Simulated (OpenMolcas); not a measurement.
## Cu⁶⁺: CASPT2 settings compared

```yaml
Program: OpenMolcas 26.06
Basis: ANO-R3 [7s5p5d3f2g1h]
Scalar_Hamiltonian: X2C, finite nucleus
Active_space: 5 electrons in 5 orbitals (3d)
State_averaging: 2S+1 = 6 even, 1 root; 2S+1 = 4 even, 24 roots; 2S+1 = 2 even, 75 roots
Spin-orbit_coupling: state interaction with AMFI integrals over the reference wave functions, term energies averaged over their components
```

Methods on the same reference wave functions:
A. CASSCF
B. SS-CASPT2, IPEA 0.35 Eh, sigma2 regulariser 0.15 Eh (closed shells correlated: 2s 2p 3s 3p)
C. SS-CASPT2, IPEA 0.3 Eh, sigma2 regulariser 0.2 Eh (closed shells correlated: none)
D. SS-CASPT2, IPEA 0.5 Eh, no level shift (closed shells correlated: 3s 3p)
E. MS-CASPT2, IPEA 0.3 Eh, sigma2 regulariser 0.2 Eh (closed shells correlated: none)
F. MS-CASPT2, IPEA 0.35 Eh, sigma2 regulariser 0.15 Eh (closed shells correlated: 2s 2p 3s 3p)

Energies in cm-1 above 3d5 6S 5/2, the measured ground level; measured values from the list in Gamrath, thesis, University of Mons (2023).

```tsv
Level	A	B	C	D	E	F	Measured
3d5 6S 5/2	0.0	0.0	0.0	0.0	0.0	0.0	0.0
3d5 4G 5/2	51670	47500	49200	47480	49200	47500	
3d5 4G 7/2	51777	47630	49320	47610	49320	47630	
3d5 4G 11/2	51805	47670	49360	47650	49360	47670	
3d5 4G 9/2	51840	47700	49390	47680	49390	47700	
3d5 4P 5/2	59191	52150	54160	52250	54160	52150	50732
3d5 4P 3/2	59477	52450	54430	52550	54430	52450	51067
3d5 4P 1/2	59826	52820	54730	52920	54730	52820	51407
3d5 4D 7/2	64182	56870	59880	56990	59880	56870	55742
3d5 4D 1/2	64526	57230	60210	57350	60210	57230	56210
3d5 4D 3/2	64794	57510	60420	57630	60420	57510	56428
3d5 4D 5/2	64845	57560	60450	57680	60450	57560	56427
3d5 2I 11/2	73722	69580	71300	69490	71300	69580	67757
3d5 2I 13/2	73977	69880	71600	69790	71600	69880	67918
3d5 2D 5/2(1) [61 %]	82015	72930	75930	73130	75930	72930	
3d5 2D 3/2(1)	83533	74270	77390	74480	77390	74270	72227
3d5 2F 7/2(1)	85545	76850	79490	77020	79490	76850	74408
3d5 4F 9/2	86396	77730	80240	77860	80240	77730	75930
3d5 4F 5/2	86596	77910	80410	78040	80410	77910	76019
3d5 4F 7/2	86702	78030	80530	78160	80530	78030	76349
3d5 4F 3/2	87370	78600	81170	78740	81170	78600	76886
3d5 2H 9/2 [66 %]	90366	82970	85250	83080	85250	82970	80717
3d5 2H 11/2	91291	84380	86250	84440	86250	84380	81954
3d5 2G 7/2(1)	93606	84810	88440	85010	88440	84810	82746
```

Deviations, from unrounded energies. A percentage is the sum of absolute deviations over the sum of measured energies, with the sign that they share, or ± where signs differ.

```
                        Against measurement  Levels      A     B     C     D     E     F
             mean absolute deviation (cm-1)      18   9200  1700  4200  1800  4200  1700
other terms of the ground configuration (%)      18  +13.6  +2.5  +6.2  +2.7  +6.2  +2.5
```

B, F lie about equally close to measurement and A furthest from it. The largest miss of F in the table is 3d5 2F 7/2(1), by +2400 cm-1. The ranking rests on the paired levels alone, and a cruder setting can come out closer through cancelling errors.

Among B to F the level of the table that moves most is 3d5 2G 7/2(1), by 3600 cm-1 (lowest in B, highest in E). Moves below CASPT2's spread within the term are not significant.

The two smallest mean deviations differ by little beside CASPT2's spread within terms, so their order carries little weight.

From A to B the spin-free energies of the other terms of 3d5 shown, above 6S, scale by factors of 0.88 to 0.94, as is usual when dynamic correlation screens the repulsion within a d or f shell.

The lowest spin-free term lies below A's lowest term by 0.608 hartree in B, 0.074 hartree in C, 0.466 hartree in D, 0.074 hartree in E, 0.608 hartree in F.

CASPT2 does not keep the components of a term degenerate, so their means are used; among the terms shown or strongly mixed into the levels shown the widest spread is 700 cm-1 (3d5 4F, F). Some levels mix across a computed gap that differs much from the measured one, so their mixing is not that of the real levels. Without dynamic correlation excited terms often stand tens of per cent too high (terms of higher spin than the ground term too low), and those without a measured partner can miss by more than the paired ones (holds for A). Blocks of more than 70 roots (2S+1 = 2 even) ran without multistate coupling (holds for E; F). Computed and measured levels are paired by configuration, term and J; levels that our copy of the source lacks, or whose pairing is in doubt (as where it misses far off the trend of its configuration), stay unpaired and out of the deviations. Levels of configurations outside the active space are missing. Levels that lie high or do not pair safely by name in every column are left out.

A share in square brackets marks a mixed level and gives the weight of the term that names it, the lowest over the columns. A number in round brackets counts repeated terms of one configuration in the order of the reference energies.
